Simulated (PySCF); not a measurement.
SbCl5, SMILES [Cl][Sb]([Cl])([Cl])([Cl])[Cl].

Geometry: PBE0-D3(BJ)/def2-SVP. The isomer is the one that the SMILES or the coordinates give; other isomers of the formula were not compared. The def2 effective core potentials stand for the cores of Sb; spin–orbit coupling is left out.

Computed with PBE/def2-TZVP run with PySCF.

Symmetry labels are those of the subgroup C2v that the program uses (full group D3h).

Computed valence orbital energies around the gap with their symmetry:
```csv
orbital,symmetry,energy (eV)
HOMO−7,B1,-8.99
HOMO−6,A1,-8.97
HOMO−5,B1,-8.67
HOMO−4,B2,-8.43
HOMO−3,A1,-8.21
HOMO−2,B1,-8.21
HOMO−1,A2,-7.81
HOMO,B2,-7.81
LUMO,A1,-5.47
LUMO+1,B1,-2.30
LUMO+2,A1,-2.30
LUMO+3,B2,-1.01
```
